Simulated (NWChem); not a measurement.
CH3CdFN2; SMILES [NH]1[Cd](<-[NH]=C1)[F]

```xyz
8

Cd     0.0000    -0.4257     0.0000
F      0.0000    -2.3928     0.0000
C     -0.0004     2.2160     0.0000
N      0.0005     1.5203    -1.1279
N      0.0005     1.5203     1.1279
H     -0.0035     3.3289     0.0000
H      0.0001     2.0292    -2.0134
H      0.0001     2.0292     2.0134
```
Atoms are numbered in this order, from 1.

Results from NWChem. Medium grid unless said otherwise, to which SCAN and Minnesota functionals are sensitive. Geometry: optimised at PBE-D3(BJ)/def2-SVP. No frequency run checked for a minimum. def2 effective core potentials on Cd; no spin-orbit coupling. Hybrids' shares of exact exchange are those that their runs print; pure functionals count as 0. The functionals differ in more than this share.

```
row                 share of exact exchange  orbital gap (eV)
------------------  -----------------------  ----------------
PBE/def2-SVP                           0.00              3.61
BLYP/def2-SVP                          0.00              3.45
TPSSh/def2-SVP                         0.10          withheld
B3LYP/def2-SVP                         0.20              5.19
B3PW91/def2-SVP                        0.20              5.42
MPW1K/def2-SVP                         0.43              7.36
BHandHLYP/def2-SVP                     0.50              7.70
M06-2X/def2-SVP                        0.54              7.74
```

Task: Fit a straight line of the last column on the one before it, predict the withheld value, and compare with the run.

Result: 
1. Means of the 7 shown rows: x = 0.267, y = 5.781. Slope Σ(x − x̄)(y − ȳ)/Σ(x − x̄)² = 2.505/0.3069 = 8.162; intercept 3.601.
2. The shown rows scatter about the line by 0.167 (root mean square); the largest residual is -0.27, at M06-2X/def2-SVP.
3. At x = 0.10 (TPSSh/def2-SVP; inside the shown range) the line gives 4.42.
4. The run gives 4.66, +0.24 from the line, 1.4 times the scatter.
